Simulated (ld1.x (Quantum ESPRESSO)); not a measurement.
**Before and after: TM potential for Ti (Z = 22)**

* Element: Ti (Z = 22)
* Generator: ld1.x (Quantum ESPRESSO) 7.5
* Type: norm-conserving Troullier–Martins (Kleinman–Bylander form)
* Functional: PBE
* Relativity: fully relativistic
* Frozen core: [Ar]
* Valence charge: 4
* Reference configuration: 3d2 4s2 4p0
* Partial waves: 4s (bound): rc 3.20 bohr; 4p (bound, empty): rc 3.15 bohr; 3d (bound): rc 1.80 bohr
* Local potential: the d channel
* Core correction: none

Open shells are filled in proportion to 2j + 1 (rel_dist='average').

Change: all radii scaled by about 1.36 (s 4.34, p 4.28, d 2.44 bohr).

Cutoffs: the cutoffs (Ry, on a coarse ladder) from which the occupation-weighted sum of valence levels, in a spherical-Bessel basis at the reference potential, stays within 10 and 1 mRy of its value at 400 Ry; they do not see the model core or the augmentation charge, which bear on the density cutoff. Errors are all-electron minus pseudo energies relative to the spin-unpolarised reference configuration.

Task: What does the change do?

Result: The potential gets softer (60 Ry and 70 Ry → 40 Ry and 45 Ry); both files keep a bound ghost (p, s); the number of tests that count goes from 7 to 6; of the 6 tests that both files solve, the error grows in 2 and shrinks in 4 by more than 15 % and 0.3 meV (median size 11.0 → 12.3 meV). A larger radius leaves more room for a smooth pseudo-wave, so fewer plane waves are needed.

```csv
quantity,base,changed
"cutoff, loose",60 Ry,40 Ry
"cutoff, tight",70 Ry,45 Ry
loose cutoff by channel (10 mRy a level),"s 6 Ry, d 55 Ry","s 6 Ry, d 35 Ry"
bound ghosts,"s, p3/2, p1/2","s, p3/2, p1/2"
"tests counted (converged, no solver errors)",7 of 7,6 of 7
"error for 3d2 4s1 4p0, meV [ΔE 7.35 eV]",+11,-0.2
"error for 3d2 4s0 4p0, meV [ΔE 20.92 eV]",+207,+48
"error for 3d1 4s0 4p0, meV [ΔE 47.87 eV]",+389,-13
"error for 3d2 4s1.5 4p0, meV [ΔE 2.94 eV]",+1.1,-0.1
"error for 3d2 4s1 4p1, meV [ΔE 3.08 eV]",+4.9,-11
"error for 3d2.5 4s1.5 4p0, meV [ΔE 0.35 eV]",-11,+24
```

Changed file: Tests not counted: 3d2 4s0 4p2 (pseudo-atom not self-consistent, printed error -16.8 eV). A true bound ghost makes a file unfit for plane-wave use even where its test errors are small: the radial tests pick states by their node count and pass the ghost by. Where a test does run into it, the solver fails or the error is huge.
